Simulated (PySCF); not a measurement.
Compound: C₃H₅F₃Si.
Atom-mapped SMILES: `[CH2:1]=[C:2]([SiH3:3])[C:4]([F:5])([F:6])[F:7]` (hydrogens: H8, H9 on C1; H10, H11, H12 on Si3)

Structure used (PBE0-D3(BJ)/def2-SVP), in Å, numbered top down from 1:
```xyz
12
C3H5F3Si angstrom
C     -0.6374    1.4681   -0.2136
C     -0.1859    0.2249   -0.0180
Si     1.6311   -0.2246   -0.2672
C     -1.1363   -0.8535    0.4171
F     -1.2140   -1.8178   -0.5080
F     -2.3765   -0.4115    0.6362
F     -0.7113   -1.4334    1.5481
H      0.0302    2.2706   -0.5392
H     -1.6890    1.7266   -0.0555
H      2.2932    0.9714   -0.8648
H      1.7621   -1.3958   -1.1807
H      2.2738   -0.5573    1.0376
```

Method: PBE0-D3(BJ)/def2-SVP geometry optimisation, gas phase in PySCF 2.14.0.

Take the most abundant isotopes and a rigid rotor. 

Task: Give the principal moments of inertia and the rotational constants in GHz.

Result: Ia = 158.63, Ib = 304.20, Ic = 368.98 u·Å²; 505379 MHz·u·Å²/I gives 3186, 1661 and 1370 MHz, that is A = 3.1859, B = 1.6613, C = 1.3697 GHz.

Task: What kind of rotor is it?

Result: An asymmetric top; Ray's κ = -0.679.

Task: What does the inertial defect say?

Result: Not planar: Δ = Ic − Ia − Ib = -93.85 u·Å². For a rigid frame Δ = −2 Σ m c², so Σ m c² = 46.93 u·Å² lies off the ab plane: 2.96 from hydrogen and 43.96 from heavier atoms. The atom farthest from that plane is 1.30 Å away.

Task: Where do the levels up to J = 2 lie, in K?

Result: Above 0(0,0), as E/k:
J = 1: 1(0,1) 0.145, 1(1,1) 0.219, 1(1,0) 0.233
J = 2: 2(0,2) 0.435, 2(1,2) 0.496, 2(1,1) 0.538, 2(2,1) 0.757, 2(2,0) 0.759
Those of J = 1 are B + C, A + C and A + B.

Task: Which types of transition are allowed, and where do some lines up to J = 5 fall?

Result: The dipole components are |μa| = 1.47 D, |μb| = 1.57 D, |μc| = 0.01 D. The squared components, which scale the intensities, stand as 0.88 : 1.00 : 0.00 (a : b : c). Some of the stronger lines:

| type | branch | J(Ka,Kc) | MHz | lower level (cm⁻¹) |
| --- | --- | --- | --- | --- |
| b | Q | 4(2,2) ← 4(1,3) | 4167 | 1.112 |
| b | R | 1(1,1) ← 0(0,0) | 4556 | 0.000 |
| b | Q | 5(3,2) ← 5(2,3) | 7592 | 1.774 |
| a | R | 3(2,2) ← 2(2,1) | 9093 | 0.526 |
| b | R | 2(2,1) ← 1(1,0) | 10927 | 0.162 |
| b | Q | 4(4,1) ← 4(3,2) | 11633 | 1.516 |
| b | R | 4(1,4) ← 3(0,3) | 12432 | 0.600 |
| b | R | 5(0,5) ← 4(1,4) | 13880 | 1.015 |
| a | R | 5(4,1) ← 4(4,0) | 15241 | 1.904 |
| b | R | 5(4,1) ← 4(3,2) | 26874 | 1.516 |
| b | R | 5(5,1) ← 4(4,0) | 30195 | 1.904 |

No frequency check. No vibrational averaging or centrifugal distortion is included, and the geometry carries the error of its method. A rigid rotor knows nothing of internal rotation, which can split or shift real lines.
